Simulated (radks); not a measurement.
Question: The mean radii <r> (bohr) of the occupied orbitals of an atom or ion are listed with their occupations. Calculated with a radial shooting solver on a logarithmic mesh with Libxc functionals: scalar-relativistic Kohn-Sham, r2SCAN, spin-polarised, spherical densities, finite nucleus; meta-GGA in the generalised Kohn-Sham scheme; Fermi nuclear charge, rms radius of each element as measured or else 0.836 A^(1/3) + 0.57 fm.

| orbital | occ. | <r> |
|---|---|---|
| 1s | 2 | 0.02723 |
| 2s | 2 | 0.1159 |
| 2p | 6 | 0.1013 |
| 3s | 2 | 0.2872 |
| 3p | 6 | 0.2799 |

Name the element and its charge. Open shells, if any, are filled with parallel spins first.

Answer: Z = 53, iodine, charge +35: I35+ in [Ar]. The 1s radius gives Z: for a bare nucleus <r> = (2 gamma + 1)/(2Z) with gamma = sqrt(1 - (Z/c)^2), 0.02683 bohr for Z = 53, and screening makes it slightly larger (0.02723 here). The occupations add up to 18, and the charge is Z minus that.
